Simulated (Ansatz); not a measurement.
F$_{2}$HOSTa (`[OH][Ta]([F])([F])=[S]`). The species carries charge 0 and has multiplicity 1. Ta: def2 effective core potential. Geometry: relaxed with PBE0-D4/def2-TZVP. It is one conformer, not always the lowest.

```xyz
6

O    -0.154   -0.413   -1.403
Ta    0.244    0.170    0.332
F     1.664   -0.836    1.005
F     0.676    1.985    0.284
S    -1.489   -0.117    1.581
H    -0.941   -0.790   -1.800
```

Problem. What is the dipole moment at r2SCAN/def2-TZVPP? (Estimate.)

Solution. Computed: 2.68 D, with components (0.02, -0.66, -2.60) D in this frame, pointing from negative to positive charge.

Problem. And with PBE, B3LYP, ωB97M-V? (Estimate.)

Solution. Ansatz gave: PBE 2.60 D, B3LYP 2.61 D, ωB97M-V 2.68 D.

Problem. Give the Mulliken charges with r2SCAN, B3LYP, PBE in def2-TZVPP. (An estimate is asked.)

Solution. The calculation gave: 
| atom | r2SCAN | B3LYP | PBE |
| --- | --- | --- | --- |
| O1 | -0.41 | -0.39 | -0.34 |
| Ta2 | 1.08 | 1.07 | 0.90 |
| F3 | -0.30 | -0.31 | -0.26 |
| F4 | -0.30 | -0.31 | -0.26 |
| S5 | -0.30 | -0.28 | -0.26 |
| H6 | 0.24 | 0.22 | 0.23 |

B3LYP here is the variant with VWN-RPA as its local correlation; programs differ in this.
